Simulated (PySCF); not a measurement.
# Structure from NMR data

The spectra below were simulated for a compound C₅H₈O₂Si₂.

¹H NMR (400 MHz, computed): δ 12.33 (s, 1H), 6.67 (m, 1H), 6.58 (m, 1H), 6.35 (m, 1H), 4.39 (m, 1H), 4.33 (m, 1H), 2.25 (br s, 1H), 2.07 (m, 1H).

¹³C{¹H} NMR (computed): δ 250.3 (CH), 144.6 (CH2), 139.1 (CH), 107.2 (CH), 83.7 (C).

How the numbers were obtained: PBE0/pcSseg-1 with gauge-including orbitals, GFN2-xTB geometry, in PySCF 2.14 (no relativistic terms, no solvent model, a single conformation).

References, each an isolated molecule treated in the same way: TMS for ¹H (σref 31.72), ¹³C (σref 186.93).

Question: Choose the structure that fits.
A. O=C(O)[SiH]1C=C[SiH2]C=C1
B. C#C[Si@@H]1[SiH2]OC=C1OC
C. C#C[SiH2][Si@](O)(C=C)C=O
D. C#CC1([SiH2]O[SiH2]O)C=C1

Answer: C. 

- Rings plus π bonds: 4 (no ring in the answer).
- 5 carbon signals for 5 carbons: no two carbons are equivalent.
- Carbon types of the structure: 1 × C, 3 × CH, 1 × CH2, leaving 3 H on heteroatoms.
- δC 250.3: carbonyl carbon.
- δC 144.6: terminal =CH2 carbon; the olefinic region.
- δC 139.1: alkene CH; as expected for a trigonal carbon in a double bond.
- δC 107.2: terminal alkyne carbon.
- δC 83.7: alkyne carbon; sp carbons lie upfield of alkene carbons because the cylindrical π system leaves one tensor component strongly shielded.

The others: C#C[Si@@H]1[SiH2]OC=C1OC would give 6 signals for carbon-bound and other non-exchanging H, not 7; C#CC1([SiH2]O[SiH2]O)C=C1 would give 4 carbon signals, not 5; O=C(O)[SiH]1C=C[SiH2]C=C1 would give 3 carbon signals, not 5.

OH/NH shifts are gas-phase values; hydrogen bonding in solution moves them, usually downfield. Shifts are as computed. Against solution values, carbons near 30 ppm lie about +3 ppm off and those near 130 ppm about +5 ppm. Of 1309 compounds with measured shifts, 239 miss one by over three times the rms of a fit or turn the order of signals round; such compounds aren't used in these exercises. No couplings were computed; multiplicities are counted from neighbouring protons, with m where these are inequivalent, close in shift, in a saturated or five-membered ring or joined by F or P, and br s for small geminal =CH2 splittings.
